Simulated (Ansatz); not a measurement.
Basis sets compared for the cluster Mg₃Al₃⁺. Charge 1, multiplicity 1. Geometry PBE0-D4/def2-SVP. Ansatz on 4 threads of Intel Xeon on a shared host; times are rough, and most runs start from earlier orbitals.

Cartesian coordinates in Å:
```
Al -0.472 -0.163 -2.326
Al -0.031 -0.112 0.245
Al 1.113 1.629 -1.328
Mg -0.475 -1.068 2.687
Mg 1.607 1.743 1.413
Mg -1.742 -2.030 -0.691
```

The restricted singlet is unstable towards broken spin symmetry in Hartree–Fock (as tested in another run); at PBE-D4/def2-SVP, PBE-D4/def2-TZVP, PBE0-D4/def2-SVP, PBE0-D4/def2-TZVP this wasn't settled. Another isomer (singlet) lies 0.33 eV lower at PBE0-D4/def2-TZVP; other spin states weren't run for this one.

```tsv
level	functions	energy (Eh)	HOMO (eV)	LUMO (eV)	wall time
PBE-D4/def2-SVP	108	-1326.1074	-7.81	-6.94	2.7 s
PBE0-D4/def2-SVP	108	-1326.2097	-8.32	-6.39	4.8 s
```

Question: Estimate the rows for PBE-D4/def2-TZVP (with forces), PBE0-D4/def2-TZVP.

Answer: 
| level | functions | energy (Eh) | HOMO (eV) | LUMO (eV) | wall time |
| --- | --- | --- | --- | --- | --- |
| PBE-D4/def2-TZVP (with forces) | 207 | -1326.5787 | -7.78 | -6.89 | 6.5 s |
| PBE0-D4/def2-TZVP | 207 | -1326.6771 | -8.30 | -6.33 | 12 s |
